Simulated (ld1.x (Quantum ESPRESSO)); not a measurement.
**Logarithmic derivatives: barium (Ba), PAW**

- Element: barium
- Generator: ld1.x (Quantum ESPRESSO) 7.5
- Type: PAW
- Functional: LDA (PZ)
- Relativity: fully relativistic
- Frozen core: [Kr] 4d10
- Valence charge: 10
- Reference configuration: 5s2 5p6 5d0.5 6s1.5 6p0
- Partial waves: 5s (bound): rcut 2.10, rcutus 2.30 bohr; 6s (bound): rcut 2.10, rcutus 2.30 bohr; 5p (bound): rcut 3.35, rcutus 3.65 bohr; 6p (bound, empty): rcut 3.35, rcutus 3.65 bohr; 5d (bound): rcut 2.35, rcutus 3.10 bohr; 5d channel at 0.2 Ry: rcut 2.35, rcutus 3.10 bohr
- Local potential: all-electron potential smoothed inside 1.95 bohr (lloc = -1)
- Core correction: a·sin(br)/r model core inside 2.35 bohr
- Augmentation charge: PSQ, inside the norm-conserving radii

Open shells are filled in proportion to 2j + 1 (rel_dist='average').

The phase is arctan(r·u′/u) with u = r·R(r), unwrapped; energies in Ry, scanned from -4 to 5 Ry. A pole is an energy at which the radial function vanishes at the test radius. The pseudo phase is shifted by a multiple of π to meet the all-electron one at the reference energy, and phase errors are pseudo minus all-electron; the curves can meet again beyond the range given. Levels narrower than the energy grid can be missing from the lists of poles.

Problem. For each channel, where are the poles, and over which energies does the pseudopotential scatter like the atom?

Solution.

| channel | radius (bohr) | reference energy (Ry) | poles, all-electron | poles, pseudo | unbroken range about the reference energy with phases within 0.05 rad | phase error 1 Ry above the reference energy (rad) |
| --- | --- | --- | --- | --- | --- | --- |
| s | 3.93 | -0.23 | -2.42, 1.04 | -2.42, 1.03, 2.69 | below 2.0 | -0.002 |
| p1/2 | 3.93 | -0.09 | -1.40, 1.69 | -1.39, -0.99, 1.05 | -0.7 to 0.1 | -0.156 |
| p3/2 | 3.93 | -0.08 | -1.23, 1.85 | -1.21, -1.03, 1.09 | -0.7 to 0.1 | -0.195 |
| d3/2 | 3.93 | -0.14 | 0.24, 3.21 | 0.24, 2.98 | below 1.4 | -0.001 |
| d5/2 | 3.93 | -0.13 | 0.27, 3.26 | 0.27, 3.01 | below 1.5 | -0.001 |

The ghost test of this file was not conclusive.

Phases in the s channel:

```
E (Ry)  all-electron   pseudo
 -4.00         1.432    1.432
 -3.52         1.421    1.421
 -3.04         1.404    1.404
 -2.56         1.355    1.355
 -2.08        -1.760   -1.760
 -1.60        -1.807   -1.807
 -1.12        -1.882   -1.882
 -0.64        -2.078   -2.078
 -0.16        -3.243   -3.243
  0.32        -4.450   -4.450
  0.80        -4.660   -4.662
  1.28        -4.754   -4.759
  1.76        -4.833   -4.851
  2.24        -4.948   -5.144
  2.72        -5.306   -7.883
  3.20        -7.099   -8.309
  3.68        -7.615  -10.369
  4.16        -7.738  -10.793
  4.64        -7.796  -10.896
```
